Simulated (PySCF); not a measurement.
B2Cl3, SMILES Cl[B]B(Cl)Cl, multiplicity 2. The structure is a stationary point at PBE-D3(BJ)/def2-SVP. The isomer is the one that the SMILES or the coordinates give; other isomers of the formula were not compared. Other conformers were not sampled.

Task: Give the equilibrium geometry at PBE-D3(BJ)/def2-SVP (PySCF confirms it by a frequency run) as Cartesian coordinates in Å, and its point group. (The exact figures need the calculation; the answer reports its results.)

Result: Several could match; the one computed here: point group C2v.
```xyz
5

Cl     0.0000     0.0000     2.7313
B      0.0000     0.0000     1.0399
B      0.0000     0.0000    -0.5627
Cl     0.0000    -1.5464    -1.4358
Cl     0.0000     1.5464    -1.4358
```
Charge 0, spin multiplicity 2.
